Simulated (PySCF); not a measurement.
FHSZn, SMILES [F][Zn][SH]. Atoms are numbered in the order given.

```xyz
4

Zn    -0.0075     0.3707     0.0000
F      0.0177     2.1217     0.0000
S     -0.0750    -1.7712     0.0000
H      1.2663    -1.8780     0.0000
```

Geometry optimised at TPSSh-D3(BJ)/def2-TZVP. Other conformers were not sampled.

All values below come from PySCF with TDA-CAM-B3LYP/def2-SVPD.

Vertical excitations. Isolated molecule, no solvent. State labels are in the subgroup Cs.

Computed UV-visible absorptions:
```
state  symmetry  energy (eV)  λ (nm)      f                                                                main pairs
-----  --------  -----------  ------  -----  ------------------------------------------------------------------------
S1           A"         5.04     246  0.036                                                            HOMO→LUMO 97 %
S2           A"         5.97     208  0.001                                                          HOMO→LUMO+1 87 %
S3           A'         6.59     188  0.010                                        HOMO→LUMO+2 61 %, HOMO−1→LUMO 36 %
S4           A"         6.60     188  0.010                                        HOMO→LUMO+3 70 %, HOMO→LUMO+4 15 %
S5           A'         7.42     167  0.190  HOMO−2→LUMO 33 %, HOMO−1→LUMO 29 %, HOMO→LUMO+2 16 %, HOMO−1→LUMO+1 10 %
S6           A'         7.48     166  0.090                    HOMO−2→LUMO 57 %, HOMO−1→LUMO+1 18 %, HOMO−1→LUMO 10 %
S7           A"         7.53     165  0.032                                                          HOMO−3→LUMO 91 %
S8           A'         8.03     154  0.246                                      HOMO−1→LUMO+1 66 %, HOMO−1→LUMO 12 %
S9           A"         8.03     154  0.012                                        HOMO→LUMO+4 64 %, HOMO→LUMO+3 18 %
S10          A"         8.31     149  0.039                                                        HOMO−1→LUMO+2 86 %
T1           A"         4.64     267      0                                                            HOMO→LUMO 95 %
T2           A"         5.68     218      0                                        HOMO→LUMO+1 61 %, HOMO→LUMO+3 26 %
T3           A'         5.99     207      0                                        HOMO−1→LUMO 73 %, HOMO→LUMO+2 19 %
T4           A'         6.26     198      0                                        HOMO→LUMO+2 76 %, HOMO−1→LUMO 20 %
```
Triplets are in the Tamm–Dancoff approximation.
